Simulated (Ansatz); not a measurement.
Two members of one family (Oligo(dimethylsiloxane)), computed with Ansatz in the gas phase. The two geometries come from different levels. Binding counts from free atoms in the multiplicity of their measured ground term, without zero-point energy. The structures are stationary points that may keep the symmetry of their start.

First: C[Si](C)(C)O[Si](C)(C)O[Si](C)(C)O[Si](C)(C)O[Si](C)(C)O[Si](C)(C)O[Si](C)(C)C (singlet, charge 0, PBE-D4/def2-SVP geometry).

Cartesian coordinates in Å:
```
C -1.178 2.277 -5.930
Si -0.979 1.385 -4.279
C -1.035 -0.483 -4.526
C 0.622 1.905 -3.426
O -2.305 1.811 -3.323
Si -2.734 2.433 -1.830
C -1.881 4.071 -1.507
C -4.605 2.565 -1.816
O -2.246 1.385 -0.612
Si -2.027 -0.244 -0.303
C -3.333 -1.246 -1.212
C -2.044 -0.463 1.550
O -0.511 -0.659 -0.921
Si 0.645 -1.871 -0.955
C -0.133 -3.454 -1.613
C 2.069 -1.270 -2.011
O 1.239 -2.131 0.588
Si 1.252 -2.996 2.024
C 3.037 -3.463 2.373
C 0.121 -4.489 1.904
O 0.654 -2.035 3.252
Si 0.878 -0.609 4.111
C -0.630 -0.377 5.194
C 2.470 -0.734 5.108
O 0.959 0.683 3.054
Si 2.005 1.587 2.076
C 2.660 3.020 3.118
C 3.430 0.504 1.476
C 0.997 2.214 0.618
H -2.140 2.007 -6.410
H -1.166 3.377 -5.789
H -0.359 2.013 -6.631
H -1.992 -0.791 -4.994
H -0.950 -0.989 -3.543
H -0.206 -0.834 -5.174
H 1.511 1.570 -4.002
H 0.681 3.008 -3.323
H 0.679 1.457 -2.414
H -0.782 3.930 -1.449
H -2.101 4.807 -2.307
H -2.215 4.502 -0.541
H -4.960 3.281 -2.585
H -5.063 1.579 -2.032
H -4.973 2.908 -0.827
H -4.351 -0.985 -0.852
H -3.289 -1.032 -2.299
H -3.189 -2.336 -1.067
H -1.252 0.170 1.999
H -1.845 -1.511 1.853
H -3.023 -0.155 1.970
H -0.960 -3.798 -0.961
H -0.546 -3.292 -2.630
H 0.613 -4.272 -1.674
H 2.882 -2.023 -2.032
H 1.741 -1.079 -3.052
H 2.483 -0.326 -1.602
H 3.683 -2.561 2.359
H 3.421 -4.164 1.604
H 3.138 -3.946 3.365
H 0.138 -5.065 2.852
H -0.927 -4.173 1.723
H 0.425 -5.167 1.081
H -0.751 -1.229 5.893
H -0.550 0.555 5.790
H -1.542 -0.311 4.569
H 2.424 -1.582 5.822
H 2.647 0.194 5.689
H 3.347 -0.896 4.448
H 3.234 2.649 3.994
H 3.333 3.674 2.524
H 1.825 3.645 3.498
H 4.067 1.056 0.753
H 4.081 0.183 2.316
H 3.037 -0.402 0.971
H 1.608 2.874 -0.033
H 0.622 1.370 0.006
H 0.113 2.790 0.961
```

```
           level  HOMO (eV)  LUMO (eV)  gap (eV)  binding per atom (eV)
 PBE-D4/def2-SVP      -6.10       0.09      6.19                   4.27
  B3LYP-D4/6-31G      -7.01       0.95      7.96                   4.01
PBE0-D4/def2-SVP      -7.51       0.89      8.40                   4.22
```

Second: C22H66O9Si10 (singlet, charge 0, r2SCAN-D4/def2-SVP geometry).

```xyz
107

C     2.171    8.763   -2.552
Si    1.073    8.818   -1.030
C     2.029    9.480    0.442
C    -0.464    9.836   -1.344
O     0.556    7.263   -0.680
Si    1.037    5.676   -0.555
C     1.206    4.938   -2.258
C     2.614    5.562    0.438
O    -0.175    4.885    0.269
Si   -1.511    5.403    1.145
C    -0.962    6.650    2.420
C    -2.797    6.076   -0.019
O    -2.119    4.062    1.910
Si   -1.595    2.546    2.357
C     0.080    2.694    3.173
C    -2.892    1.804    3.463
O    -1.475    1.578    1.014
Si   -0.734    1.296   -0.451
C    -1.506    2.354   -1.771
C     1.109    1.552   -0.274
O    -1.020   -0.297   -0.818
Si   -1.405   -1.703   -0.009
C    -0.432   -1.786    1.583
C    -3.244   -1.781    0.257
O    -0.960   -2.964   -1.001
Si    0.415   -3.402   -1.840
C    -0.002   -4.929   -2.819
C     0.993   -1.979   -2.895
O     1.624   -3.725   -0.746
Si    2.492   -4.825    0.141
C     4.290   -4.356    0.030
C     1.847   -4.843    1.892
O     2.329   -6.345   -0.530
Si    1.338   -7.667   -0.357
C     1.963   -8.739    1.039
C     1.297   -8.587   -1.978
O    -0.172   -7.102    0.029
Si   -1.812   -7.278    0.298
C    -2.639   -7.768   -1.313
C    -2.066   -8.614    1.592
C    -2.437   -5.619    0.894
H     3.073    8.153   -2.377
H     1.635    8.330   -3.413
H     2.508    9.772   -2.842
H     1.406    9.481    1.352
H     2.923    8.868    0.649
H     2.367   10.516    0.267
H    -1.038    9.430   -2.193
H    -0.216   10.886   -1.576
H    -1.124    9.834   -0.462
H     2.031    5.413   -2.813
H     0.280    5.085   -2.835
H     1.407    3.856   -2.212
H     3.451    6.073   -0.067
H     2.914    4.513    0.596
H     2.481    6.026    1.429
H    -0.546    7.546    1.932
H    -0.179    6.223    3.070
H    -1.799    6.963    3.064
H    -3.106    5.303   -0.741
H    -2.392    6.933   -0.581
H    -3.696    6.410    0.523
H     0.020    3.289    4.101
H     0.499    1.708    3.431
H     0.790    3.198    2.496
H    -3.038    2.409    4.372
H    -2.619    0.782    3.772
H    -3.856    1.752    2.932
H    -1.085    2.129   -2.764
H    -1.335    3.419   -1.551
H    -2.593    2.174   -1.813
H     1.327    2.593    0.014
H     1.639    1.334   -1.215
H     1.518    0.888    0.505
H    -0.674   -0.928    2.233
H    -0.644   -2.714    2.139
H     0.648   -1.765    1.366
H    -3.541   -2.696    0.793
H    -3.575   -0.910    0.845
H    -3.773   -1.763   -0.709
H     0.878   -5.301   -3.370
H    -0.808   -4.730   -3.544
H    -0.336   -5.725   -2.137
H     0.190   -1.624   -3.560
H     1.859   -2.268   -3.513
H     1.292   -1.135   -2.255
H     4.921   -5.039    0.620
H     4.456   -3.330    0.398
H     4.631   -4.399   -1.017
H     2.413   -5.550    2.522
H     0.789   -5.152    1.897
H     1.912   -3.847    2.358
H     1.936   -8.190    1.994
H     3.003   -9.061    0.862
H     1.345   -9.645    1.157
H     2.313   -8.884   -2.287
H     0.872   -7.957   -2.775
H     0.685   -9.500   -1.903
H    -2.224   -8.711   -1.705
H    -2.496   -6.993   -2.084
H    -3.724   -7.909   -1.179
H    -1.695   -9.591    1.238
H    -3.132   -8.734    1.842
H    -1.528   -8.369    2.523
H    -2.160   -4.833    0.173
H    -1.991   -5.355    1.868
H    -3.533   -5.614    1.013
```

**Question.** What does the change do? Estimate second minus first.

**Answer.** 
| level | Δ HOMO (eV) | Δ LUMO (eV) | Δ gap (eV) | Δ binding per atom (eV) |
| --- | --- | --- | --- | --- |
| PBE-D4/def2-SVP | 0.10 | -0.07 | -0.16 | 0.02 |
| B3LYP-D4/6-31G | 0.09 | -0.02 | -0.12 | 0.01 |
| PBE0-D4/def2-SVP | 0.09 | -0.07 | -0.16 | 0.02 |
